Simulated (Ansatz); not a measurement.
Basis sets compared for [CrS4]2- (CrS4²⁻). Total charge -2; singlet. Geometry PBE-D4/def2-SVPD. Ansatz on 4 threads of Arm Neoverse V2 on a shared host; times are rough, and most runs start from earlier orbitals.

Cartesian coordinates in Å:
```
Cr -0.0002 -0.0002 0.0013
S -1.0658 -1.6396 0.7709
S 1.5637 0.4984 1.3131
S -1.2930 1.6434 -0.2077
S 0.7954 -0.5020 -1.8776
```

A multiply charged anion in the gas phase is held together partly by the finite basis. The restricted singlet is unstable towards broken spin symmetry in Hartree–Fock (as tested in another run); at PBE-D4/def2-SVPD, PBE0-D4/def2-SVPD, PBE0-D4/def2-TZVPD this wasn't settled. At PBE-D4/def2-SVPD, PBE-D4/def2-TZVPD, PBE0-D4/def2-SVPD, PBE0-D4/def2-TZVPD the highest occupied level of the charge -2 singlet lies above zero (up to 3.16 eV). The electron is either unbound and held by the finite basis, or the level is raised by self-interaction error.

```
            level  functions  energy (Eh)  HOMO (eV)  LUMO (eV)  wall time
 PBE-D4/def2-SVPD        142   -2635.9236       3.16       4.41      1.9 s
PBE0-D4/def2-SVPD        142   -2635.9635       2.24       5.06      2.9 s
```

(1) Estimate the rows for PBE-D4/def2-TZVPD (with forces), PBE0-D4/def2-TZVPD.

## Answers

(1) 
| level | functions | energy (Eh) | HOMO (eV) | LUMO (eV) | wall time |
| --- | --- | --- | --- | --- | --- |
| PBE-D4/def2-TZVPD (with forces) | 232 | -2636.6022 | 3.16 | 4.47 | 4.3 s |
| PBE0-D4/def2-TZVPD | 232 | -2636.6378 | 2.26 | 5.15 | 7 s |
